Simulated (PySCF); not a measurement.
## Vibration and rotation of KB⁺

UHF-CCSD(T) constants of KB⁺, ²Σ⁺ (doublet), unpaired electrons σ ↑ (K x2c-SVPall, B x2c-SVPall; spin-free X2C with a Gaussian nucleus (PySCF 2.14); masses 38.9637 and 11.0093 u):

| Item | Value |
| --- | --- |
| ωe | 128.7 cm⁻¹ |
| ωexe | 1.6 cm⁻¹ |
| Be | 0.16204 cm⁻¹ |
| αe | 0.00279 cm⁻¹ |
| De to K⁺ + B | 0.300 eV |

Problem. What force constant and bond length do these constants imply?

Solution. Reduced mass μred = 8.5839 u; k = 5.8918×10⁻⁷·μred·ωe² (u, cm⁻¹, mdyn/Å) = 0.0838 mdyn/Å; Re = √(16.8576/(μred·Be)) (u, cm⁻¹, Å) = 3.481 Å.

Problem. Estimate the centrifugal constant D from the Kratzer relation and find the Dunham coefficient a1.

Solution. D = 4Be³/ωe² = 1.03e-06 cm⁻¹; a1 = −1 − αeωe/(6Be²) = -3.28.

Correlated steps freeze 6 core orbitals. The bond is weak. Basis-set superposition, not corrected here, can be much of De in a small basis, most of all at correlated wavefunction levels. For an ion De counts to the pair picked by the measured ionisation energies or electron affinities, which need not be the lowest pair at this level. The state is the lowest determinant that a PBE0 search found; another state may lie lower at other levels.
